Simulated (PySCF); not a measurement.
C3H8SSi.
SMILES with atom numbers: `[CH3:1][S:2][SiH:3]1[CH2:4][CH2:5]1`

Definitions: NICS(0) = −σiso at the ring centroid; NICS(1) = −σiso and NICS(1)zz = −σzz at ±1 Å along the ring normal z. Level: GIAO PBE0/pcSseg-1 (PySCF, non-relativistic, gas phase) on the GFN2-xTB geometry, one conformer.

Ring bond lengths (Å), with Mayer bond orders in brackets: Si3–C4 1.882 (0.94), C4–C5 1.540 (0.90), C5–Si3 1.874 (0.98).

What do the NICS probes read (ppm)?

```json
{"ring": "Si3–C4–C5", "type": "3-membered ring with Si; formal bonds all single", "NICS(0)": "-25.1", "NICS(1), two faces": "-7.9 / -7.0", "NICS(1)zz, two faces": "-16.4 / -12.8", "rms pucker (Å)": "0.00", "centre to ring atoms, mean (Å)": "1.02"}
```

What can be read from them?

- Si3–C4–C5: mean NICS(1)zz -14.6 ppm, shielded. Si3, C4, C5 have four or more neighbours, and the NICS criterion for π rings isn't applied. The two faces differ by 3.6 ppm, so no symmetry operation interchanges them. NICS(0) lies 18 ppm below the mean NICS(1).

What is the mean of the two in-plane components of NICS at the first NICS(1) probe listed for ring Si3–C4–C5, 1 Å off the ring?

The isotropic value is a third of the trace: (3 × -7.9 − (-16.4))/2 = -3.7 ppm.

List the ring angles and the Hirshfeld charges of the ring atoms.

- Si3–C4–C5: Si3 48.4° (+0.289 e), C4 65.5° (-0.172 e), C5 66.1° (-0.165 e); sum 180.0° against 180° for a flat convex ring.

Hardware: an Intel Xeon Platinum 8488C with one thread (shared host). Cost: 16 s wall (with the writing of density and orbital grids), 0.69 GiB resident at most. This is the whole shielding run at PBE0/pcSseg-1, SCF included.

Shape of the structure used: `[CH3:1][S:2][SiH:3]1[CH2:4][CH2:5]1`: C1–S2–Si3–C4 -87°.
